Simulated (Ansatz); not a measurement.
C$_{7}$H$_{12}$BN (`C[BH-](C)[n+]1ccccc1`) at its PBE0-D4/def2-TZVP geometry, where that method's forces vanish. The species carries charge 0 and has multiplicity 1.

```xyz
21

C    -0.1716    1.8598   -1.4987
B    -0.9464    0.5372   -0.9884
C    -2.2411    0.8404   -0.0708
N     0.1031   -0.3173   -0.0773
C     0.6067    0.2203    1.0364
C     1.4964   -0.4586    1.8416
C     1.8809   -1.7414    1.4833
C     1.3562   -2.2940    0.3283
C     0.4692   -1.5502   -0.4265
H     0.7458    1.6399   -2.0567
H     0.0967    2.5525   -0.6892
H    -0.8241    2.4218   -2.1747
H    -1.1994   -0.2315   -1.9040
H    -2.0322    1.5042    0.7794
H    -2.9993    1.3499   -0.6741
H    -2.7129   -0.0640    0.3302
H     0.2697    1.2230    1.2636
H     1.8788    0.0168    2.7353
H     2.5786   -2.2999    2.0961
H     1.6249   -3.2915    0.0059
H     0.0201   -1.9177   -1.3398
```

**Question.** What forces (eV/Å) does r2SCAN-D4/def2-TZVPP give on these atoms in Ansatz 0.2.0? (Best estimate.)

**Answer.** Ansatz gave: 
```
C1   0.027  0.059 -0.006
B2  -0.052 -0.044 -0.106
C3  -0.043  0.025  0.042
N4  -0.210  0.169 -0.185
C5   0.038  0.243  0.228
C6   0.050  0.079  0.130
C7   0.143 -0.115  0.125
C8   0.032 -0.143 -0.056
C9   0.011 -0.291 -0.192
H10 -0.006  0.007  0.006
H11 -0.001 -0.003 -0.008
H12  0.007 -0.008  0.008
H13  0.001  0.022  0.018
H14 -0.005 -0.005 -0.006
H15  0.010 -0.007  0.006
H16  0.002  0.011  0.000
H17 -0.003 -0.005 -0.007
H18 -0.001 -0.001 -0.003
H19 -0.002  0.002 -0.001
H20 -0.001  0.003  0.001
H21  0.004  0.004  0.009
```
